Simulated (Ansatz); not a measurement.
Ansatz (a program for electronic structure) input (CCSD(T)/def2-SVPD):

Ansatz 0.2 input:
```yaml
crystal:
  periodic: [false, false, false]
  atoms:
    - {symbol: Sb, position_ang: [-0.01789393, -0.02052109, 0.03712467]}
    - {symbol: H, position_ang: [-0.47119233, 1.33856049, -0.94307278]}
    - {symbol: H, position_ang: [1.38378293, -0.29198507, -0.95028532]}
basis:
  gaussian:
    orbitals: def2-SVPD
total_charge: -1
magnetization: {spin_polarized: false}
correlation: {method: ccsd_t, electrons: outside_noble_gas}
output: {forces: true}
```

Output:

```
Functional definition: HF
integrals: 0.02 GiB planned
573 factors; integrals over basis functions are off by at most 3.9e-4 eV
mean field: 0.09 GiB planned
mean field evaluation 1: about -6541.0833 eV, gradient 9.9e0 eV
mean field evaluation 2: about -6541.0857 eV, gradient 9.9e0 eV
mean field evaluation 4: about -6541.5487 eV, gradient 8.7e-1 eV
mean field evaluation 8: about -6541.5559 eV, gradient 8.6e-4 eV
mean field evaluation 16: about -6541.5559 eV, gradient 7.2e-6 eV
mean field -6541.55593368 eV, -240.3977465368 hartree, gradient 7.2e-6 eV, S^2 0.000000; 0 other end points of the search recorded, 0 dependent functions left out
9 core orbitals not correlated
reference -6541.55593368 eV, -240.3977465368 hartree; 4, 4 occupied and 35, 35 virtual orbitals, 573 factors
densities: 0.09 GiB planned
second order -3.14753679 eV of doubles, -0.00000000 eV of singles
coupled cluster: 0.08 GiB planned
cycle   1  -3.62325433 eV  change   -4.8e-1 eV  update   6.1e-2
cycle   2  -3.79750090 eV  change   -1.7e-1 eV  update   2.2e-2
cycle   3  -3.80825389 eV  change   -1.1e-2 eV  update   6.1e-3
cycle   4  -3.80734959 eV  change    9.0e-4 eV  update   2.2e-3
cycle   5  -3.80684232 eV  change    5.1e-4 eV  update   6.2e-4
cycle   6  -3.80679000 eV  change    5.2e-5 eV  update   1.6e-4
cycle   7  -3.80681712 eV  change   -2.7e-5 eV  update   4.9e-5
cycle   8  -3.80682275 eV  change   -5.6e-6 eV  update   1.5e-5
cycle   9  -3.80681863 eV  change    4.1e-6 eV  update   3.5e-6
cycle  10  -3.80681918 eV  change   -5.5e-7 eV  update   1.2e-6
perturbative correction -0.11372629 eV, -0.0041793639 hartree
the calculation of the forces begins
Total energy: -6545.47647914 eV, -240.5418239252 hartree
Atom 0 at    -0.017894    -0.020521     0.037125 Å, force    -0.087450    -0.100290     0.181434 eV/Å
Atom 1 at    -0.471192     1.338560    -0.943073 Å, force    -0.017613     0.104062    -0.090479 eV/Å
Atom 2 at     1.383783    -0.291985    -0.950285 Å, force     0.105064    -0.003772    -0.090956 eV/Å
Dipole moment:    -0.073881    -0.084728     0.153282 e Å
```

Whether it binds its extra electron was not tested at this geometry.
